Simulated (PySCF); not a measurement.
C5H7F, SMILES C=CC/C=C\F. Heavy atoms are numbered as in [CH2:1]=[CH:2][CH2:3]/[CH:4]=[CH:5]\[F:6]. Hydrogens are named by the atom that carries them.

Geometry optimised at B3LYP-D3(BJ)/def2-SVP. The structure was generated by enumeration; whether it is a known compound was not checked. The values are those of a single conformer.

The numbers are results of PBE/def2-TZVP (PySCF), not measurements.

Atomic charges (e), one atom of each kind:

```csv
atom,Mulliken,Löwdin
C1 (CH2),-0.27,-0.22
C2 (CH),-0.11,-0.20
C3 (CH2),-0.12,-0.24
C4 (CH),-0.17,-0.20
C5 (CH),0.05,-0.30
F6,-0.17,0.18
H on C1,0.11,0.12
H on C2,0.10,0.14
H on C3,0.10,0.15
H on C4,0.12,0.15
H on C5,0.11,0.13
```

Computed Mayer and Wiberg (Löwdin basis) orders of the bonds:
```csv
bond,Mayer,Wiberg
C1–C2,1.97,2.19
C2–C3,0.99,1.22
C3–C4,0.97,1.21
C4–C5,1.88,2.09
C5–F6,1.09,1.76
```
